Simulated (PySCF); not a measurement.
# Working out the ionisation energy of Eu

Eu [Xe] 4f7 6s2 (8S) → Eu⁺ [Xe] 4f7 6s1 (9S). Computed with PySCF 2.14 in cc-pVDZ-X2C, with scalar relativity by spin-free X2C-1e. Frozen: [Kr] 4d10. Energies in hartree (1 hartree = 27.21139 eV):

```tsv
part	Eu (lower)	Eu⁺ (upper)
UHF	-10839.599054	-10839.428718
CCSD correlation	-0.464308	-0.432519
(T)	-0.017729	-0.014416
```

What does Hartree-Fock give?

(-10839.428718) − (-10839.599054) = 0.170336 hartree = 4.635 eV.

What do CCSD and CCSD(T) give?

The CCSD correlation energies differ by 0.031789 hartree = 0.865 eV and the triples by 0.003313 hartree = 0.090 eV, so CCSD gives 5.500 eV and CCSD(T) 5.590 eV.

Measured between the centres of the two terms (NIST): 5.670 eV, so CCSD(T) (valence) is off by -0.080 eV.

A double-zeta basis recovers only part of the correlation energy.

What remains against the reference includes basis incompleteness, the frozen core and higher excitations.
